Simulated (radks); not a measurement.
The numbers below are computed, except where a source is named.
Question: Radial electron density D(r) = 4 pi r^2 rho(r) of an atom or ion with 21 electrons. Level of theory: Dirac Kohn-Sham, PBE, spin-unpolarised, spherical densities, finite nucleus; Fermi nuclear charge, rms radius of each element as measured or else 0.836 A^(1/3) + 0.57 fm (a radial shooting solver on a logarithmic mesh with Libxc functionals).

| r (bohr) | D(r) (e/bohr) |
|---|---|
| 0.004218 | 1.236 |
| 0.004833 | 1.576 |
| 0.005581 | 2.030 |
| 0.006394 | 2.566 |
| 0.007384 | 3.272 |
| 0.008528 | 4.146 |
| 0.00977 | 5.149 |
| 0.01128 | 6.423 |
| 0.01303 | 7.934 |
| 0.01493 | 9.588 |
| 0.01724 | 11.57 |
| 0.01991 | 13.76 |
| 0.02281 | 15.95 |
| 0.02635 | 18.31 |
| 0.03019 | 20.44 |
| 0.03486 | 22.43 |
| 0.04026 | 23.93 |
| 0.04613 | 24.73 |
| 0.05327 | 24.82 |
| 0.06152 | 24.08 |
| 0.07048 | 22.77 |
| 0.0814 | 21.03 |
| 0.09401 | 19.41 |
| 0.1077 | 18.45 |
| 0.1244 | 18.47 |
| 0.1425 | 19.61 |
| 0.1646 | 21.76 |
| 0.1901 | 24.21 |
| 0.2178 | 25.93 |
| 0.2515 | 26.21 |
| 0.2904 | 24.40 |
| 0.3327 | 20.89 |
| 0.3843 | 16.10 |
| 0.4403 | 11.72 |
| 0.5084 | 8.391 |
| 0.5872 | 6.986 |
| 0.6727 | 7.217 |
| 0.7769 | 8.224 |
| 0.8973 | 8.943 |
| 1.028 | 8.717 |
| 1.187 | 7.457 |
| 1.371 | 5.594 |
| 1.571 | 3.834 |
| 1.814 | 2.392 |
| 2.078 | 1.547 |
| 2.4 | 1.098 |
| 2.772 | 0.9091 |
| 3.176 | 0.8052 |
| 3.668 | 0.6753 |
| 4.236 | 0.5056 |
| 4.853 | 0.3368 |
| 5.605 | 0.1882 |
| 6.473 | 0.08935 |
| 7.416 | 0.03751 |
| 8.564 | 0.01223 |
| 9.812 | 0.003415 |
| 11.33 | 0.0006845 |
| 13.09 | 0.0001029 |

What is the nuclear charge?

Answer: Z = 21. The innermost maximum, from 1s, lies near gamma/Z bohr with gamma = sqrt(1 - (Z/c)^2) = 0.988, here 0.0471 bohr (found: 0.0504), and its height grows with Z. The density is that of neutral scandium in [Ar] 3d1 4s2; the configuration itself is not fixed sharply by these data, and Z only to about a unit. D(r) has 3 maxima, at r = 0.0504, 0.240, 0.934 bohr, and minima at 0.116, 0.611 bohr, inside which lie 2.15, 10.39 electrons.
